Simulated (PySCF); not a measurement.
Sn(Br)(OH) (BrHOSn), SMILES [OH][Sn][Br] (connectivity only; charge and spin as stated), neutral, multiplicity 1.

Geometry: B3LYP-D3(BJ)/def2-TZVP. The def2 effective core potentials stand for the cores of Sn; spin–orbit coupling is left out. The values are those of a single conformer.

All values below come from PySCF 2.14.0 with TDDFT-LC-ωPBE/def2-SVPD.

Vertical excitations. Gas-phase values at a fixed geometry. State labels are in the subgroup Cs.

```
state  symmetry  energy (eV)  λ (nm)      f                                                  main pairs
-----  --------  -----------  ------  -----  ----------------------------------------------------------
S1           A"         4.28     289  0.048                                              HOMO→LUMO 97 %
S2           A"         5.13     242  0.003                                            HOMO−1→LUMO 95 %
S3           A'         5.43     229  0.005                                            HOMO−2→LUMO 90 %
S4           A"         6.02     206  0.010                                            HOMO−3→LUMO 94 %
S5           A'         6.24     199  0.077         HOMO−4→LUMO 58 %, HOMO→LUMO+1 23 %, HOMO→LUMO+2 9 %
S6           A'         6.44     192  0.121      HOMO→LUMO+1 41 %, HOMO−4→LUMO 22 %, HOMO−1→LUMO+1 17 %
S7           A"         6.69     185  0.016                                          HOMO−2→LUMO+1 83 %
S8           A'         6.97     178  0.463                        HOMO−1→LUMO+1 68 %, HOMO→LUMO+1 17 %
S9           A'         7.08     175  0.285                          HOMO→LUMO+2 73 %, HOMO−4→LUMO 13 %
S10          A"         7.59     163  0.003  HOMO−2→LUMO+2 61 %, HOMO−4→LUMO+2 15 %, HOMO−4→LUMO+1 10 %
T1           A"         3.00     413      0                                              HOMO→LUMO 85 %
T2           A'         4.87     255      0                          HOMO→LUMO+1 55 %, HOMO−2→LUMO 31 %
T3           A'         4.91     252      0                          HOMO−2→LUMO 58 %, HOMO→LUMO+1 28 %
T4           A"         4.98     249      0                                            HOMO−1→LUMO 88 %
```
Triplets are in the Tamm–Dancoff approximation, which puts them higher than full response would, so one can lie above its singlet here.
